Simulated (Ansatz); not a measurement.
Geometry optimisation, RKS revPBE-D4/def2-SVP in Ansatz.

input.yaml

```yaml
crystal:
  periodic: [false, false, false]
  atoms:
    - { symbol: C, position_ang: [1.4214, 1.0404, 0.4336] }
    - { symbol: C, position_ang: [0.6988, -0.0517, 0.2938] }
    - { symbol: O, position_ang: [-0.54085, -0.66707, -0.25676] }
    - { symbol: Al, position_ang: [0.425, -1.70033, 0.64691] }
    - { symbol: O, position_ang: [0.84154, -3.42177, 1.34878] }
    - { symbol: H, position_ang: [2.2991, 1.1209, 0.9778] }
    - { symbol: H, position_ang: [1.0228, 1.9948, -0.0268] }
    - { symbol: H, position_ang: [1.37264, -3.82632, 0.63503] }
basis:
  gaussian: { orbitals: def2-SVP }
hamiltonian:
  xc: revpbe
  dispersion: d4
relax:
  f_tol: 0.015
  max_steps: 40
```

Run as:

```bash
$ ansatz run input.yaml --threads 1 --pin off --max-ram 2048MiB --backend cpu --events-out ev --progress --plain --runs-dir out
```

**Question.** Where does it end, and by what steps?

**Answer.** It converged. After 14 steps the energy has fallen by 1.480 eV; O5 moved furthest, 0.70 Å. The start is strongly strained (largest force component 8 eV/Å).

| step | energy less start (eV) | largest force component (eV/Å) | accepted |
| --- | --- | --- | --- |
| 0 | 0.0000 | 8.071 | yes |
| 1 | -0.8799 | 4.313 | yes |
| 2 | -1.1879 | 2.017 | yes |
| 3 | -1.3151 | 1.023 | yes |
| 4 | -1.3786 | 0.421 | yes |
| 5 | -1.4158 | 0.870 | yes |
| 6 | -1.0648 | 3.564 | no |
| 7 | -1.4464 | 0.184 | yes |
| 8 | -1.4620 | 0.246 | yes |
| 9 | -1.4079 | 1.605 | no |
| 10 | -1.4714 | 0.280 | yes |
| 11 | -1.4782 | 0.081 | yes |
| 12 | -1.4797 | 0.029 | yes |
| 13 | -1.4796 | 0.057 | no |
| 14 | -1.4799 | 0.011 | yes |

```xyz
8
Properties=species:S:1:pos:R:3
C 1.371 1.229 0.417
C 0.951 -0.045 0.419
O -0.298 -0.572 -0.055
Al 0.684 -1.895 0.572
O 0.533 -3.583 0.747
H 2.362 1.491 0.815
H 0.729 2.031 0.013
H 1.210 -4.166 1.125
```

Time of the run: 46 s on 1 thread of Intel(R) Xeon(R) Processor @ 2.70GHz, with other jobs on the host, peak memory 0.14 GiB.
